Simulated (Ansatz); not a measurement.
Ti2F2⁻: single points at one geometry.

```yaml
crystal:
  periodic: [false, false, false]
  atoms:
    - {symbol: Ti, position_ang: [1.068794, -0.268641, 0.307015]}
    - {symbol: Ti, position_ang: [-0.256277, 0.024527, -1.114914]}
    - {symbol: F, position_ang: [-0.724504, -1.091601, 0.450612]}
    - {symbol: F, position_ang: [-0.088012, 1.335715, 0.357277]}
basis:
  gaussian: {orbitals: def2-TZVPD, initial_orbitals: start.molden}
total_charge: -1
magnetization: {spin_polarized: true, initial_magnetization: 1}
hamiltonian: {xc: pbe0, dispersion: d4}
scf: {omitted_lower_state_checks: [starts]}
output: {orbitals: {seedname: orbitals}}
```

The file start.molden holds the orbitals of an earlier run on this structure, at another level or in another basis.

```sh
$ ansatz run in.yaml --threads 4 --pin off --events-out ev --progress --plain --max-ram 3916MiB
```

It prints (some lines left out):

```
Functional definition: PBE0
1374 factors; their error is unknown
mean field evaluation 1: about -51647.1678 eV, gradient 1.2e2 eV
mean field evaluation 2: about -51650.4476 eV, gradient 4.6e0 eV
mean field evaluation 4: about -51650.8440 eV, gradient 5.1e-2 eV
mean field evaluation 8: about -51651.0937 eV, gradient 2.7e-5 eV
mean field -51651.09374006 eV, -1898.1426845783 hartree, gradient 1.7e-5 eV, S^2 1.570149; 0 other end points of the search recorded, 0 dependent functions left out
reference -51651.09377677 eV, -1898.1426859274 hartree; 32, 31 occupied and 144, 145 virtual orbitals, 1374 factors
Total energy: -51651.17797045 eV, -1898.1457799880 hartree
Checks for a lower state left out: starts
```

It took 10 s on 4 threads of Arm Neoverse V1 on a shared host, peak host memory 0.66 GiB.

As the first input, with `hamiltonian: {xc: r2scan, dispersion: d4}` (abridged; 27 s):

```
Functional definition: r2SCAN
mean field evaluation 16: about -51664.0490 eV, gradient 1.9e-5 eV
mean field -51664.04897698 eV, -1898.6187807539 hartree, gradient 8.5e-6 eV, S^2 1.170523
Total energy: -51664.06824746 eV, -1898.6194889309 hartree
Checks for a lower state left out: starts
```

The first input with `hamiltonian: {xc: pbe, dispersion: d4}` (abridged; 11 s):

```
Functional definition: PBE
mean field evaluation 16: about -51651.2088 eV, gradient 6.4e-4 eV
mean field -51651.20878010 eV, -1898.1469122221 hartree, gradient 3.0e-6 eV, S^2 0.957733
Total energy: -51651.30998489 eV, -1898.1506314295 hartree
Checks for a lower state left out: starts
```

Geometry: r2SCAN-D4/def2-SVP, that of the neutral singlet.

At PBE0-D4/def2-TZVPD, r2SCAN-D4/def2-TZVPD, PBE-D4/def2-TZVPD the charge -1 doublet is spin-contaminated (final ⟨S²⟩ up to 1.57, 0.75 for a pure state). At PBE0-D4/def2-TZVPD, r2SCAN-D4/def2-TZVPD, PBE-D4/def2-TZVPD the highest occupied level of the charge -1 doublet lies above zero (up to 1.09 eV). Its loss leaves the charge 0 singlet, which lies 0.51 eV higher (vertical, at PBE-D4/def2-TZVPD), but this difference is unsure: the singlet is doubtful (at the level of its geometry, restricted singlet, unstable towards broken spin symmetry at other levels and untested here). At PBE-D4/def2-TZVPD the gap within one spin of the charge -1 doublet nearly closes, so an electron or hole may be smeared out by delocalisation error. The structure comes from a short search, and lower isomers may exist.
